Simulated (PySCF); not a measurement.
## Nuclear quadrupole coupling in `Cc1oc2ccccc2p1`

Species: C8H7OP.
Cartesian coordinates in Å at the PBE0-D3(BJ)/def2-SVP level; atoms count from 1:
```
atom  x, y, z in Å
C1     4.2310   -0.7597    0.4132
C2     2.7731   -0.9719    0.5853
O3     2.0583    0.1664    0.7107
C4     0.7365   -0.0804    0.8617
C5    -0.2069    0.9345    1.0045
C6    -1.5351    0.5555    1.1498
C7    -1.9039   -0.8003    1.1517
C8    -0.9494   -1.7980    1.0082
C9     0.4015   -1.4439    0.8589
P10    1.8860   -2.4385    0.6470
H11    4.6482   -0.2113    1.2736
H12    4.7539   -1.7198    0.3208
H13    4.4327   -0.1592   -0.4890
H14    0.1025    1.9810    0.9998
H15   -2.3029    1.3240    1.2639
H16   -2.9560   -1.0703    1.2675
H17   -1.2448   -2.8500    1.0102
```

Field gradients from the PBE0/pcSseg-1 density (PySCF, non-relativistic), principal values in atomic units, ordered |Vxx| ≤ |Vyy| ≤ |Vzz|:

```tsv
atom	Vxx	Vyy	Vzz
O3	-0.6428	-0.8898	1.5326
```

Find the asymmetry η = (Vxx − Vyy)/Vzz and the couplings χ = eQV/h (234.96 MHz × Q in barn × V in au), with Q(17O) = −0.0256 b.

| atom | environment | nucleus | η | χzz (MHz) | χxx (MHz) | χyy (MHz) |
| --- | --- | --- | --- | --- | --- | --- |
| O3 | furan-type oxygen | 17O | 0.16 | -9.22 | 3.87 | 5.35 |

The tensor is traceless: Vxx + Vyy + Vzz = 0.

What is Vzz at O3 in SI units (1 au = 9.71736 × 10²¹ V/m²)?

1.5326 au = 14.893 × 10²¹ V/m².

And the gradient at the other heavy atoms, for which no coupling is worked out here?

```csv
atom,environment,Vzz (au),η
C1,benzylic-type carbon,0.091,0.25
C2,substituted aromatic carbon,-0.389,0.16
C4,ring-fusion aromatic carbon,-0.367,0.47
C5,aromatic CH carbon,0.245,0.34
C6,aromatic CH carbon,0.302,0.12
C7,aromatic CH carbon,0.281,0.16
C8,aromatic CH carbon,0.298,0.19
C9,ring-fusion aromatic carbon,0.233,0.45
P10,phosphorus bonded to 2 C,-1.002,0.57
```

Were the hydrogens deuterons (Q(2H) = 0.00286 b), χzz would run from 193 kHz (H13 and H11) to 206 kHz (H14 and H16).

Isolated species at its PBE0-D3(BJ)/def2-SVP geometry, gas phase. With a basis this small, the couplings can be 20 % off.

The run behind these numbers computed NMR shieldings as well. On one thread of an Arm Neoverse V2, shared host, this took 38 s of wall time and 1.1 GiB of memory at its peak.
